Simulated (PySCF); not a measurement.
C6H5F.
Geometry (GFN2-xTB, Å), atoms numbered from 1 in this order:
```
atom  x, y, z in Å
F1    -1.680    0.405   -1.429
C2    -0.753    0.287   -0.437
C3     0.208    1.436   -0.211
C4     1.287    0.660   -0.262
C5     0.513   -0.617   -0.522
C6    -0.024   -1.271    0.735
C7    -1.116   -0.514    0.797
H8     0.021    2.477   -0.035
H9     2.337    0.819   -0.109
H10    0.757   -1.227   -1.381
H11    0.402   -2.029    1.363
H12   -1.951   -0.427    1.464
```

The closed-shell SCF was solved with PySCF and density fitting under several settings on one GFN2-xTB geometry (grid level 2 and gas phase unless stated).

| settings | basis functions | SCF cycles | E (Eh) | HOMO (eV) | LUMO (eV) | dipole (D) |
| --- | --- | --- | --- | --- | --- | --- |
| PBE0/pcSseg-1 | 144 | 14 | -330.9457 | -7.34 | -0.93 | 1.95 |
| PBE0/def2-SVPD | 183 | 14 | -330.7587 | -7.35 | -0.99 | 2.09 |
| PBE0/6-311+G(2d,p), IEF-PCM water, start guess sap | 219 | 14 | -331.0841 | -7.23 | -0.94 | 2.69 |
| BHandHLYP/STO-3G, IEF-PCM acetonitrile | 40 | 11 | -326.9140 | -6.54 | 3.81 | 1.22 |
| PW91/6-31G* | 108 | 14 | -331.2169 | -5.82 | -1.47 | 1.58 |
| WP04/pcSseg-1, grid level 4, fitting basis def2-qzvpp-jkfit | 144 | 10 | -338.7103 | -8.40 | -2.99 | 2.14 |
| PBE0/pcSseg-1, IEF-PCM dichloromethane, start guess vsap | 144 | 12 | -330.9501 | -7.28 | -0.86 | 2.37 |

Estimate the row for these settings: HF/aug-pcSseg-1, grid level 3.

| settings | basis functions | SCF cycles | E (Eh) | HOMO (eV) | LUMO (eV) | dipole (D) |
| --- | --- | --- | --- | --- | --- | --- |
| HF/aug-pcSseg-1, grid level 3 | 227 | 11 | -329.3759 | -9.56 | 0.79 | 2.30 |

Over all rows, what range does the HOMO–LUMO gap span?

From 4.35 eV to 10.35 eV.

Compare two rows with the functional PBE0: PBE0/pcSseg-1 and PBE0/def2-SVPD. Which energy is lower, and by how much?

PBE0/pcSseg-1 (144 functions) lies 0.1870 Eh or 117 kcal/mol below PBE0/def2-SVPD (183 functions). The smaller set gives the lower energy; the two sets aren't nested, so the variational bound doesn't order them by size.

Cycle counts include a coarse-grid stage where the run had one. All basis functions are spherical, in the Pople sets too. WP04 was designed for NMR shieldings or shifts; total energies of different functionals aren't comparable. The species at its GFN2-xTB geometry.
